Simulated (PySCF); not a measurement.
SCF from a fresh guess for triplet OsSI₂, at the PBE minimum. PySCF input:

```python
from pyscf import gto, scf, dft
mol = gto.M(atom='''
Os     0.000000    -0.000000     0.415450
S     -0.000000    -0.000000     2.503520
I      2.317350    -0.000000    -0.628870
I     -2.317350     0.000000    -0.628870''',
    basis={'Os': 'def2-SVP', 'S': 'def2-SVP', 'I': 'def2-SVP'},
    ecp={'Os': 'def2-SVP', 'I': 'def2-SVP'},
    charge=0, spin=2)
mf = dft.UKS(mol, xc='PBE0')
mf.grids.atom_grid = (50, 194)
aux = {'Os': 'def2-universal-JKFIT', 'S': 'def2-universal-JKFIT', 'I': 'def2-universal-JKFIT'}
mf = mf.density_fit(auxbasis=aux)
mf.conv_tol = 1e-08
mf.diis_space = 10
mf.max_cycle = 60
mf.init_guess = 'huckel'
mf.verbose = 4
mf.kernel()
```

Excerpt of the output (cycles alone):

```
init E= -1082.77305931251
cycle= 1 E= -1076.9680011035  delta_E= 5.81  |g|=  3.3  |ddm|= 5.49
cycle= 2 E= -1051.3449824268  delta_E= 25.6  |g|= 7.86  |ddm|= 15.3
cycle= 3 E= -1074.73920631874  delta_E= -23.4  |g|= 2.99  |ddm|= 11.8
cycle= 4 E= -1082.12008108592  delta_E= -7.38  |g|= 1.85  |ddm|= 11.4
cycle= 5 E= -1083.31836276867  delta_E= -1.2  |g|= 1.17  |ddm|= 0.963
cycle= 6 E= -1082.91749192637  delta_E= 0.401  |g|= 1.33  |ddm|= 1.73
cycle= 7 E= -1084.08380828031  delta_E= -1.17  |g|= 0.175  |ddm|=  1.5
cycle= 8 E= -1084.08819201114  delta_E= -0.00438  |g|= 0.159  |ddm|= 0.314
cycle= 9 E= -1084.0988538038  delta_E= -0.0107  |g|= 0.0716  |ddm|= 0.146
cycle= 10 E= -1084.10093334612  delta_E= -0.00208  |g|= 0.0394  |ddm|= 0.0625
cycle= 11 E= -1084.10193804009  delta_E= -0.001  |g|= 0.00374  |ddm|= 0.062
cycle= 12 E= -1084.10198065873  delta_E= -4.26e-05  |g|= 0.00182  |ddm|= 0.0162
cycle= 13 E= -1084.10199645999  delta_E= -1.58e-05  |g|= 0.000886  |ddm|= 0.0102
cycle= 14 E= -1084.10200316066  delta_E= -6.7e-06  |g|= 0.000495  |ddm|= 0.00887
cycle= 15 E= -1084.10200468797  delta_E= -1.53e-06  |g|= 0.000189  |ddm|= 0.00466
cycle= 16 E= -1084.10200491213  delta_E= -2.24e-07  |g|= 6.61e-05  |ddm|= 0.00186
cycle= 17 E= -1084.10200494144  delta_E= -2.93e-08  |g|= 2.15e-05  |ddm|= 0.000786
cycle= 18 E= -1084.10200494308  delta_E= -1.64e-09  |g|= 1.51e-05  |ddm|= 0.000145
Extra cycle  E= -1084.10200494242  delta_E= 6.6e-10  |g|= 4.43e-05  |ddm|= 7.83e-05
converged SCF energy = -1084.10200494242  <S^2> = 2.0227653  2S+1 = 3.0151387
```

No lower solution of this spin was found from smeared starts or by a stability analysis within the unrestricted form.

Other spin states or occupations of the open shell can lie lower. Spin–orbit coupling, left out here, can matter for elements this heavy.

The search for the lowest solution, 3 starts and the stability check together, took 45 s on 4 threads of a shared AMD EPYC (Zen 3) host, with 102 basis functions; the process peaked at 0.48 GiB.
